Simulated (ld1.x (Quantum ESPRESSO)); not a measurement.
# F, ultrasoft: configuration errors across variants

- Element: fluorine
- Generator: ld1.x (Quantum ESPRESSO) 7.5
- Type: ultrasoft
- Functional: PBEsol
- Relativity: fully relativistic
- Frozen core: [He]
- Valence charge: 7
- Reference configuration: 2s2 2p5
- Partial waves: 2s (bound): rcut 0.45, rcutus 0.60 bohr; 2s channel at 1.2 Ry: rcut 0.45, rcutus 0.60 bohr; 2p (bound): rcut 1.35, rcutus 1.55 bohr; 2p channel at 2.85 Ry: rcut 1.35, rcutus 1.55 bohr
- Local potential: all-electron potential smoothed inside 0.45 bohr (lloc = -2)
- Core correction: a·sin(br)/r model core inside 0.60 bohr
- Augmentation charge: built from norm-conserving waves at rcut, not smoothed further

Open shells are filled in proportion to 2j + 1 (rel_dist='average').

All-electron excitation energies from the reference (eV): (1) 2s2 2p4 19.317; (2) 2s2 2p3 57.595; (3) 2s2 2p2 118.084; (4) 2s2 2p4.5 7.510; (5) 2s2 2p5.3 -2.653.

The overlap operator is not positive definite (basis up to 400 Ry) in “base”, “waves 2s (bound): rcut 0.45, rcutus 0.54 bohr; 2s channel at 1.2 Ry: rcut 0.45, rcutus 0.54 bohr”, “waves 2s (bound): rcut 0.45, rcutus 0.62 bohr; 2s channel at 1.2 Ry: rcut 0.45, rcutus 0.62 bohr”, “waves 2s (bound): rcut 0.45, rcutus 0.68 bohr; 2s channel at 1.2 Ry: rcut 0.45, rcutus 0.68 bohr”, “waves 2s (bound): rcut 0.45, rcutus 0.72 bohr; 2s channel at 1.2 Ry: rcut 0.45, rcutus 0.72 bohr”, “waves 2s (bound): rcut 0.45, rcutus 0.80 bohr; 2s channel at 1.2 Ry: rcut 0.45, rcutus 0.80 bohr”, “waves 2s (bound): rcut 0.45, rcutus 0.86 bohr; 2s channel at 1.2 Ry: rcut 0.45, rcutus 0.86 bohr”. Such files are unfit for use, however small their errors in these radial tests.

3 further variants failed, have other tests or too few solved ones, and are left out.

A true bound ghost makes a file unfit for plane-wave use even where its test errors are small: the radial tests pick states by their node count and pass the ghost by.

Errors AE − PS in meV (a dash: test not solved or not reliable):

| change | (1) | (2) | (3) | (4) | (5) | bound ghosts |
| --- | --- | --- | --- | --- | --- | --- |
| base | -359 | -1317 | -2065 | -86 | -24 | not determined (overlap not positive) |
| waves 2s (bound): rcut 0.45, rcutus 0.54 bohr; 2s channel at 1.2 Ry: rcut 0.45, rcutus 0.54 bohr | -360 | -1321 | -2086 | -86 | -24 | s (p1/2, p3/2 not tested, overlap not positive) |
| waves 2s (bound): rcut 0.45, rcutus 0.62 bohr; 2s channel at 1.2 Ry: rcut 0.45, rcutus 0.62 bohr | -359 | -1318 | -2068 | -86 | -24 | not determined (overlap not positive) |
| waves 2s (bound): rcut 0.45, rcutus 0.68 bohr; 2s channel at 1.2 Ry: rcut 0.45, rcutus 0.68 bohr | -359 | -1318 | -2069 | -86 | -24 | not determined (overlap not positive) |
| waves 2s (bound): rcut 0.45, rcutus 0.72 bohr; 2s channel at 1.2 Ry: rcut 0.45, rcutus 0.72 bohr | -359 | -1318 | -2068 | -86 | -24 | not determined (overlap not positive) |
| waves 2s (bound): rcut 0.45, rcutus 0.80 bohr; 2s channel at 1.2 Ry: rcut 0.45, rcutus 0.80 bohr | -359 | -1317 | -2067 | -86 | -24 | not determined (overlap not positive) |
| waves 2s (bound): rcut 0.45, rcutus 0.86 bohr; 2s channel at 1.2 Ry: rcut 0.45, rcutus 0.86 bohr | -359 | -1317 | -2065 | -86 | -24 | not determined (overlap not positive) |

(1) Give the same row for: waves 2s (bound): rcut 0.45, rcutus 0.90 bohr; 2s channel at 1.2 Ry: rcut 0.45, rcutus 0.90 bohr.

## Answers

(1) -359, -1317, -2064, -86, -24; bound ghosts: not determined (overlap not positive). Its overlap operator is not positive definite in a basis up to 400 Ry (lowest eigenvalue p1/2 -28.57, p3/2 -29.10), so the file is unfit for use: the generalised eigenproblem breaks down once the basis is large enough, and its test numbers describe a broken file.
